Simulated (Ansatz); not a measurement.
Consider the redistribution: `[F][Zn][BH][SiH3]` + `C[NH][GaH2]` → `[F][Zn][GaH2]` + `CNB[SiH3]`.

Program: Ansatz. Geometries: PBE0-D4/def2-TZVP. ΔE: electronic, gas phase. CCSD(T)/CBS adds triple-zeta CCSD(T) − MP2 to the extrapolated MP2 energy (def2 sets, frozen cores). Functionals use def2-TZVPP. B3LYP here is the variant with VWN-RPA as its local correlation; programs differ in this. HSE06 is defined as in plane-wave codes. For Ga, Zn outer-core shells are correlated without core-valence functions, which leaves a few kJ/mol of doubt a bond. Scalar relativity is left out up to krypton. Each species was taken in one conformer, which may not be the lowest.

| level | ΔE (kcal/mol) | difference from CCSD(T)/CBS |
| --- | --- | --- |
| LDA (SPW92) | -40.5 | -2.3 |
| PBE-D4 | -39.7 | -1.5 |
| revPBE-D4 | -39.0 | -0.8 |
| BLYP-D4 | -39.2 | -1.0 |
| r2SCAN-D4 | -38.6 | -0.4 |
| B97M-V | -38.2 | 0.0 |
| PBE0-D4 | -40.6 | -2.4 |
| B3LYP-D4 | -40.2 | -2.0 |
| r2SCANh-D4 | -39.2 | -1.0 |
| r2SCAN0-D4 | -40.0 | -1.8 |
| HSE06-D4 | -40.6 | -2.4 |
| BHLYP-D4 | -40.9 | -2.7 |
| CAM-B3LYP-D4 | -40.0 | -1.8 |
| ωB97X-V | -38.5 | -0.3 |
| ωB97M-V | -40.1 | -1.9 |
| B2PLYP | -39.3 | -1.1 |
| PBE-QIDH | -39.4 | -1.2 |
| PBE | -40.0 | -1.8 |
| revPBE | -39.5 | -1.3 |
| BLYP | -39.9 | -1.7 |
| r2SCAN | -38.6 | -0.4 |
| PBE0 | -40.8 | -2.6 |
| B3LYP | -40.8 | -2.6 |
| r2SCANh | -39.2 | -1.0 |
| r2SCAN0 | -40.1 | -1.9 |
| HSE06 | -40.9 | -2.7 |
| BHLYP | -41.5 | -3.3 |
| CAM-B3LYP | -40.3 | -2.1 |
| CCSD/def2-SVP | -41.0 | -2.8 |
| HF/def2-TZVPP | -40.8 | -2.6 |
| MP2/def2-TZVPP | -37.1 | 1.1 |
| SCS-MP2/def2-TZVPP | -37.3 | 0.9 |
| CCSD/def2-TZVPP | -37.8 | 0.4 |
| CCSD(T)/def2-TZVPP | -37.5 | 0.7 |
| HF/def2-QZVPP | -40.9 | -2.7 |
| MP2/def2-QZVPP | -37.5 | 0.7 |
| SCS-MP2/def2-QZVPP | -37.6 | 0.6 |
| HF/CBS(def2) | -40.9 | -2.7 |
| MP2/CBS(def2) | -37.8 | 0.4 |
| CCSD/CBS(def2) | -38.4 | -0.2 |
| CCSD(T)/CBS | -38.2 | 0 |

Question: What do rigid-rotor, harmonic-oscillator terms from PBE0-D4/def2-TZVP frequencies (298.15 K, 1 bar) make of the CCSD(T)/CBS value? (Best estimate.)

Answer: Computed: ΔZPE = +1.6 kcal/mol, ΔH = -36.6 kcal/mol, ΔS = -14 J/(mol·K), ΔG = -35.7 kcal/mol.

Largest T1 diagnostic among the species: 0.016.

From r2SCAN to r2SCAN0 (25 % exact exchange), in def2-TZVPP and without D4, ΔE moves by −1.5 kcal/mol. At CCSD(T), def2-SVP lies −2.8 kcal/mol from the extrapolated value and def2-TZVPP +0.7 kcal/mol.
